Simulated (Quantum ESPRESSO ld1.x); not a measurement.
Task: These are the eigenvalues of the occupied orbitals of an atom or ion with whole-number occupations (hartree). All-electron calculation, non-relativistic Kohn-Sham, LDA (Slater exchange, Perdew-Wang correlation), spin-polarised, spherical densities, point nucleus. Program: ld1.x of Quantum ESPRESSO 7.5.

| orbital | eigenvalue |
|---|---|
| 1s up | -146.144 |
| 1s down | -146.117 |
| 2s up | -17.1717 |
| 2s down | -17.1436 |
| 2p up | -14.4247 |
| 2p down | -14.3901 |
| 3s up | -3.60374 |
| 3s down | -3.49479 |
| 3p up | -2.89010 |
| 3p down | -2.78530 |

Which element is it, and in what charge state? The configuration may be excited. Open shells, if any, are filled with parallel spins first.

Result: Z = 20, calcium, charge +4: Ca4+ in [Ne] 3s2 3p4. The list shows which subshells hold electrons but not how many an open one holds; the 1s level, -146.14 hartree, gives Z - s = 17.1 by -(Z - s)^2/2, which with screening narrows Z to a few neighbours, and the depths of the outer levels then fix element, charge and occupations together.
